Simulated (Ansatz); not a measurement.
Geometry optimisation, RKS PBE/6-31G (Ansatz).

Input file:

```yaml
crystal:
  periodic: [false, false, false]
  atoms:
    - { symbol: F, position_ang: [-0.989, -2.5446, -0.1414] }
    - { symbol: C, position_ang: [-0.3112, -1.406, 0.2006] }
    - { symbol: Si, position_ang: [-0.3525, -0.188, -1.2266] }
    - { symbol: O, position_ang: [0.8191, 0.983, -1.1247] }
    - { symbol: Si, position_ang: [1.0602, 1.8386, 0.1346] }
    - { symbol: H, position_ang: [0.7048, -1.7288, 0.4326] }
    - { symbol: H, position_ang: [-0.7287, -0.9829, 1.1109] }
    - { symbol: H, position_ang: [-1.6286, 0.4456, -1.3652] }
    - { symbol: H, position_ang: [0.63652, 3.27976, -0.07822] }
    - { symbol: H, position_ang: [2.47805, 1.90055, 0.63318] }
basis:
  gaussian: { orbitals: "6-31G" }
hamiltonian:
  xc: pbe
relax:
  f_tol: 0.015
  max_steps: 40
output:
  orbitals: {}
```

Launched with:

```bash
$ ansatz run input.yaml --threads 1 --pin off --max-ram 2048MiB --backend cpu --events-out ev --progress --plain --runs-dir out
```

Q: Where does it end, and by what steps?

A: The run converged. Limits of this set-up: no polarisation functions. After 18 steps the energy has fallen by 3.318 eV; Si3 moved furthest, 0.81 Å. Joined: Si3–Si5.

```tsv
step	energy less start (eV)	largest force component (eV/Å)	accepted
0	0.0000	6.797	yes
1	-0.9887	4.202	yes
2	-1.6437	1.556	yes
3	-1.9737	1.088	yes
4	-2.4483	1.348	yes
5	-2.7145	1.364	yes
6	-3.0217	0.825	yes
7	-3.2138	0.328	yes
8	-3.2659	0.457	yes
9	-3.3033	0.286	yes
10	-3.3141	0.125	yes
11	-3.3109	0.166	no
12	-3.3164	0.018	yes
13	-3.3173	0.020	yes
14	-3.3176	0.034	yes
15	-3.3178	0.045	yes
16	-3.3179	0.038	yes
17	-3.3180	0.022	yes
18	-3.3180	0.009	yes
```

```xyz
10
Properties=species:S:1:pos:R:3
F -1.045 -2.423 -0.495
C -0.291 -1.470 0.305
Si -0.395 0.265 -0.552
O 1.113 0.790 -1.446
Si 1.015 1.991 -0.047
H 0.759 -1.806 0.366
H -0.730 -1.449 1.317
H -1.677 0.405 -1.338
H 0.782 3.422 -0.474
H 2.156 1.871 0.939
```

Time of the run: 56 s on 1 thread of Intel(R) Xeon(R) Platinum 8488C (Sapphire Rapids), on a shared host, peak memory 0.17 GiB.
